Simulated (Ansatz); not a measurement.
Born–Oppenheimer molecular dynamics of BCl$_{2}$H$_{2}$N (6 atoms, charge 0, multiplicity 1). It starts from a relaxed structure.

Computed with RKS B3LYP/def2-SVP in Ansatz 0.2.0.

```json
{
 "ensemble": "NVT, Nosé–Hoover chain",
 "time step": "1 fs",
 "steps asked": "300",
 "set temperature": "400 K",
 "thermostat": "time constant 100 fs, chain length 3 (defaults)",
 "seed": "352332"
}
```

First frame:

```xyz
6
Properties=species:S:1:pos:R:3
B -0.055 0.000 -0.032
Cl -0.021 -0.405 1.698
Cl 1.460 0.405 -0.867
N -1.259 0.000 -0.727
H -2.142 -0.226 -0.285
H -1.317 0.225 -1.713
```

Q: How far do the bonds stretch over the last three quarters of this one trajectory? (Pairs bonded in most of those frames.)

A: 
```
  bond  mean (Å)  spread (Å)  shortest  longest
B1–Cl2     1.782       0.031      1.71     1.84
B1–Cl3     1.779       0.029      1.72     1.83
 B1–N4     1.394       0.014      1.36     1.43
 N4–H5     1.020       0.043      0.95     1.09
 N4–H6     1.019       0.035      0.95     1.08
```

Mean temperature of the second half: 399 K. The conserved energy stayed within 3.3 meV per atom of its start (net change 2.8 meV per atom), so the integration is sound. A run of 0.3 ps of so small a system gives no equilibrium averages.

Run time: 14 min on 1 thread of Arm Neoverse V1 (shared host), peak memory 0.14 GiB.
